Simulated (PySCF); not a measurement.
1,3-thiazole-2-carbaldehyde (C4H3NOS), SMILES O=Cc1nccs1.

The structure is a stationary point at PBE-D3(BJ)/def2-SVP. One conformer was computed; it need not be the lowest.

Computed with PBE-D3(BJ)/def2-SVP run with PySCF.

Frequencies are harmonic and unscaled.

| mode | ν (cm⁻¹) | IR (km/mol) | moving atoms (share of kinetic energy) |
|---|---|---|---|
| 1 | 139 | 1.4 | C 39 %, O 36 %, S 13 %, H 10 % |
| 2 | 166 | 7.7 | O 49 %, S 28 %, C 13 % |
| 3 | 274 | 10.2 | C 48 %, H 35 %, N 12 % |
| 4 | 467 | 0.3 | C 33 %, O 30 %, S 24 %, N 8 % |
| 5 | 492 | 3.1 | C 70 %, H 17 %, S 13 % |
| 6 | 617 | 34.9 | C 53 %, S 32 %, H 9 % |
| 7 | 622 | 5.5 | C 46 %, N 41 %, H 12 % |
| 8 | 669 | 11.3 | C 43 %, S 22 %, N 18 %, O 13 % |
| 9 | 736 | 35.3 | H 83 %, C 16 % |
| 10 | 769 | 36.3 | C 53 %, N 24 %, S 15 % |
| 11 | 874 | 0.9 | C 61 %, H 19 %, N 13 % |
| 12 | 880 | 1.5 | H 72 %, C 28 % |
| 13 | 979 | 0.2 | H 54 %, C 43 % |
| 14 | 1040 | 5.8 | H 74 %, C 15 %, N 9 % |
| 15 | 1133 | 34.9 | C 48 %, H 36 %, N 16 % |
| 16 | 1231 | 41.4 | C 55 %, H 34 %, N 11 % |
| 17 | 1308 | 0.5 | H 61 %, C 31 % |
| 18 | 1336 | 0.2 | C 39 %, H 38 %, N 19 % |
| 19 | 1417 | 45.6 | C 79 %, H 14 % |
| 20 | 1505 | 42.7 | C 65 %, N 28 % |
| 21 | 1750 | 212.5 | C 60 %, O 37 % |
| 22 | 2850 | 95.9 | H 92 % |
| 23 | 3143 | 4.1 | H 92 %, C 8 % |
| 24 | 3189 | 1.9 | H 91 %, C 9 % |
